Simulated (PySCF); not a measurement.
# How the method changes the shape and vibrations of B2ClFH3 anion

Calculated results; nothing here was measured. They come from PySCF 2.14.0, an open-source quantum chemistry program, on an isolated molecule that a program drew, which may never have been made. The molecule is B2ClFH3 anion (charge -1, singlet), drawn as the SMILES string `F[BH2-]BCl`.

The geometry was optimised and harmonic frequencies were computed with HF and MP2, all in the aug-cc-pV(D+d)Z basis, for the commonest isotopes, with a restricted reference for singlets and an unrestricted one otherwise, and a frozen core in MP2. Each result is a local minimum of its method.

Geometry at the HF minimum:
```xyz
7
B2ClFH3 anion, angstrom
F     1.1862   -0.2383    1.3454
B     0.3664    0.9467    1.0246
B    -1.2187    0.4880    0.5409
Cl   -2.4798    1.7595    0.0690
H     0.9034    1.5888    0.1023
H     0.2856    1.6821    2.0269
H    -1.7205   -0.6070    0.4399
```

Lengths of the bonds as drawn, in Å (atoms numbered as above):
| bond | HF | MP2 |
|---|---|---|
| F1-B2 | 1.476 | 1.506 |
| B2-B3 | 1.720 | 1.706 |
| B3-Cl4 | 1.852 | 1.838 |
| B2-H5 | 1.246 | 1.246 |
| B2-H6 | 1.246 | 1.247 |
| B3-H7 | 1.209 | 1.217 |

Rotational constants, in GHz:
| constant | HF | MP2 |
|---|---|---|
| A | 32.05 | 32.14 |
| B | 1.94 | 1.943 |
| C | 1.857 | 1.86 |

Harmonic frequencies in cm^-1, each column in rising order, so a row needn't be the same motion in every method:
| rank | HF | MP2 |
|---|---|---|
| 1 | 81 | 72 |
| 2 | 188 | ? |
| 3 | 308 | 280 |
| 4 | 364 | 299 |
| 5 | 686 | 694 |
| 6 | 826 | 797 |
| 7 | 870 | 847 |
| 8 | 936 | 880 |
| 9 | 1042 | 982 |
| 10 | 1077 | 1014 |
| 11 | 1211 | 1128 |
| 12 | 1223 | 1155 |
| 13 | 2291 | 2317 |
| 14 | 2323 | 2318 |
| 15 | 2604 | 2540 |

**Estimate the missing MP2 frequency from the HF column.**

A single factor s that minimises the squared misfit of MP2 against s times HF over the other rows is sum(HF x MP2) / sum(HF^2) = 0.9783, with an rms misfit of 39 cm^-1. For rank 2 it gives 0.9783 x 188 = 184 cm^-1. The calculation gives 173 cm^-1, 11 cm^-1 below the estimate. The drawn bonds are on average 0.2 % longer in MP2 than in HF.
